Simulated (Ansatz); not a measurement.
SbHF (SMILES [F][SbH]): the energy, rung by rung

SbHF: 3 atoms, total charge 0, spin state doublet. As SMILES, `[F][SbH]`. Geometry: relaxed at PBE0-D4/def2-TZVP.

```xyz
3

F    -0.8262    1.1003   -0.3412
Sb   -0.3238   -0.7513   -0.2559
H     1.1390   -0.4137    0.5838
```

Quantity: the energy change with the Sb2–H3 bond stretched from 1.720 to 3.440 Å, in eV. The values are calculated.

| level | kind | program | value (eV) | less FCI/STO-3G | CPU time (all runs) |
| --- | --- | --- | --- | --- | --- |
| U-revPBE/STO-3G | GGA | Ansatz | 3.59 | +0.41 | 11 s |
| UBLYP/STO-3G | GGA | Ansatz | 3.69 | +0.51 | 9.3 s |
| UPBE/STO-3G | GGA | Ansatz | 3.66 | +0.48 | 11 s |
| UB2PLYP/STO-3G | double hybrid | Ansatz | 3.52 | +0.34 | 14 s |
| RPA@PBE/STO-3G | RPA | Ansatz | 3.38 | +0.20 | 12 s |
| UMP2/STO-3G | perturbation theory | Ansatz | 3.06 | -0.12 | 3.2 s |
| UBCCD(T)/STO-3G | coupled cluster or CI | Ansatz | 3.21 | +0.03 | 3 s |
| FCI/STO-3G | exact in the basis | Ansatz | 3.18 | 0.00 | 3.8 s |

FCI/STO-3G is exact within its basis and frozen core, so for wave-function methods in that basis the difference is their error; functionals converge differently with the basis, so for them it is only a difference. All-electron rows without a relativistic Hamiltonian named are non-relativistic. The first shape isn't each level's own minimum. The values span 3.06 to 3.69 eV. Spin contamination of the reference (⟨S²⟩ at least 0.1 too high) touches U-revPBE/STO-3G, UBLYP/STO-3G, UPBE/STO-3G, UB2PLYP/STO-3G, RPA@PBE/STO-3G, UMP2/STO-3G, UBCCD(T)/STO-3G. All rows use very small basis sets, so none should be taken for the real molecule's value. In the correlated wave-function rows the outer d shell of Sb is correlated, in sets not made for it. Times are those of the runs behind each value, whatever else they computed, on shared processors of several kinds: orders of magnitude only.
